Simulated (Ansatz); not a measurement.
`O[SiH2]/C=C/[SiH3]` + `[CH3][Nb]([OH])([OH])=[S]` → `C[SiH2]/C=C/[SiH3]` + `[OH][Nb]([OH])([OH])=[S]`  (redistribution)

Computed with Ansatz on PBE0-D4/def2-TZVP structures; ΔE is electronic, products minus reactants. CCSD(T)/CBS adds triple-zeta CCSD(T) − MP2 to the extrapolated MP2 energy (def2 sets, frozen cores). Double bonds are as drawn, so ΔE can hold a change between cis and trans. Functionals use def2-TZVPP. Elements past krypton have def2 core potentials. For Nb outer-core shells are correlated without core-valence functions, which leaves a few kJ/mol of doubt a bond. Each species was taken in one conformer, which may not be the lowest.

| level | ΔE (kJ/mol) |
| --- | --- |
| ωB97X-V | -54.0 |
| BLYP | -54.8 |
| r2SCAN0 | -50.0 |
| CAM-B3LYP | -52.4 |
| MP2/def2-SVP | -63.9 |
| MP2/def2-TZVPP | -45.3 |
| HF/def2-QZVPP | -41.9 |
| HF/CBS(def2) | -41.8 |

Task: What does CCSD(T)/CBS give? (Estimate.)

Result: Ansatz gave: -44.3 kJ/mol. The listed levels differ from it by -9.7, -10.5, -5.7, -8.1, -19.6, -1.0, 2.4, 2.5 kJ/mol.

Task: What do rigid-rotor, harmonic-oscillator terms from PBE0-D4/def2-TZVP frequencies (298.15 K, 1 bar) make of the CCSD(T)/CBS value? (Estimate.)

Result: Ansatz gave: ΔZPE = +0.8 kJ/mol, ΔH = -43.7 kJ/mol, ΔS = -11 J/(mol·K), ΔG = -40.4 kJ/mol.

Largest T1 diagnostic among the species: 0.023, so the coupled-cluster value is less sure than usual.

At CCSD(T), def2-SVP lies −18.8 kJ/mol from the extrapolated value and def2-TZVPP −1.0 kJ/mol. From PBE to PBE0 (25 % exact exchange), in def2-TZVPP and without D4, ΔE moves by +4.3 kJ/mol. Leaving LDA and LC-ωPBE aside and taking each functional with its dispersion term where it has one, the values, not all of them listed here, spread over 13.8 kJ/mol, from revPBE-D4 to BHLYP-D4.
